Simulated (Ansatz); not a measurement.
Consider the ligand exchange at a Mg–C bond: `C[CH2][Mg][O][SiH3]` + H–F → `[F][Mg][O][SiH3]` + `CC`.

Program: Ansatz. Geometries: PBE0-D4/def2-TZVP. ΔE: electronic, gas phase. CCSD(T)/CBS is the MP2 limit (def2-TZVPP, def2-QZVPP) plus CCSD(T) − MP2 in def2-TZVPP, frozen cores. This one scheme is used for every species. Functionals use def2-TZVPP. B3LYP here is the variant with VWN-RPA as its local correlation; programs differ in this. HSE06 is defined as in plane-wave codes. For Mg outer-core shells are correlated without core-valence functions, which leaves a few kJ/mol of doubt a bond. One conformer a species, not always the lowest.

| level | ΔE (kJ/mol) | difference from CCSD(T)/CBS |
| --- | --- | --- |
| LDA (SPW92) | -189.4 | 11.6 |
| r2SCANh-D4 | -212.2 | -11.2 |
| HSE06-D4 | -198.9 | 2.1 |
| BHLYP-D4 | -215.0 | -14.0 |
| ωB97M-V | -205.5 | -4.5 |
| B2PLYP | -212.3 | -11.3 |
| PBE | -199.2 | 1.8 |
| BLYP | -212.6 | -11.6 |
| B3LYP | -213.8 | -12.8 |
| r2SCANh | -213.2 | -12.2 |
| CAM-B3LYP | -217.1 | -16.1 |
| HF/def2-SVP | -244.2 | -43.2 |
| CCSD/def2-SVP | -232.9 | -31.9 |
| CCSD(T)/def2-SVP | -229.9 | -28.9 |
| CCSD/def2-TZVPP | -204.8 | -3.8 |
| MP2/def2-QZVPP | -206.3 | -5.3 |
| CCSD(T)/CBS | -201.0 | 0 |

Largest T1 diagnostic among the species: 0.012.

In def2-TZVPP, CCSD(T) changes the Hartree–Fock value by +26.8 kJ/mol (the triples alone add +4.2 kJ/mol) and MP2 by +23.1 kJ/mol. From BLYP to BHLYP (50 % exact exchange), in def2-TZVPP and without D4, ΔE moves by −6.3 kJ/mol. Leaving LDA and LC-ωPBE aside and taking each functional with its dispersion term where it has one, the values, not all of them listed here, spread over 18.5 kJ/mol, from BHLYP-D4 to PBE-D4. LDA lies +9.8 kJ/mol from PBE without D4.

CCSD(T)/CBS has its own doubt, a few kJ/mol and more with outer-core shells, so smaller differences from it don't rank the levels.
